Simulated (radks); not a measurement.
Problem. These are the eigenvalues of the occupied orbitals of an atom or ion with whole-number occupations (hartree). All-electron calculation, scalar-relativistic Kohn-Sham, BLYP, spin-polarised, spherical densities, finite nucleus; Fermi nuclear charge, rms radius of each element as measured or else 0.836 A^(1/3) + 0.57 fm. Program: a radial shooting solver on a logarithmic mesh with Libxc functionals.

1s up: -132.8684
1s down: -132.7619
2s up: -15.61843
2s down: -15.44088
2p up: -13.06088
2p down: -12.85408
3s up: -2.84639
3s down: -2.77896
3p up: -2.18588
3p down: -2.12129

Which element is it, and in what charge state? The configuration may be excited. Open shells, if any, are filled with parallel spins first.

Solution. Z = 19, potassium, charge +3: K3+ in [He] 2s2 2p5 3s2 3p5. The list shows which subshells hold electrons but not how many an open one holds; the 1s level, -132.87 hartree, gives Z - s = 16.3 by -(Z - s)^2/2, which with screening and relativity narrows Z to a few neighbours, and the depths of the outer levels then fix element, charge and occupations together.
